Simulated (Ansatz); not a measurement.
Calculated with Ansatz (gas phase, PBE0-D4/def2-TZVP geometries, no zero-point term in ΔE). CCSD(T)/CBS is the MP2 limit (def2-TZVPP, def2-QZVPP) plus CCSD(T) − MP2 in def2-TZVPP, frozen cores. Double bonds are as drawn, so ΔE can hold a change between cis and trans. def2 core potentials past Kr. For In outer-core shells are correlated without core-valence functions, which leaves a few kJ/mol of doubt a bond. One conformer a species, not always the lowest.

`N/C=N/[SiH3]` + `C[O][In]([OH])[SH]` → `[OH][In]([SH])[O][SiH3]` + `C/N=C\N`  (formal exchange of groups at the Si–N bond)

```json
{"species": "`N/C=N/[SiH3]`", "HF/CBS(def2) energy (Eh)": "-439.29868"}
{"species": "`C[O][In]([OH])[SH]`", "HF/CBS(def2) energy (Eh)": "-777.41794"}
{"species": "`[OH][In]([SH])[O][SiH3]`", "HF/CBS(def2) energy (Eh)": "-1028.55403"}
{"species": "`C/N=C\\N`", "HF/CBS(def2) energy (Eh)": "-188.19464"}
```

Work out ΔE.

ΔE = (-1028.55403) + (-188.19464) − (-439.29868) − (-777.41794) = -0.03205 Eh = -84.1 kJ/mol. CCSD(T)/CBS gives -89.8 kJ/mol.

Largest T1 diagnostic among the species: 0.016.

In def2-TZVPP, CCSD(T) changes the Hartree–Fock value by −5.6 kJ/mol (the triples alone add +0.3 kJ/mol) and MP2 by −7.5 kJ/mol. From PBE to PBE0 (25 % exact exchange), in def2-TZVPP and without D4, ΔE moves by −6.0 kJ/mol.
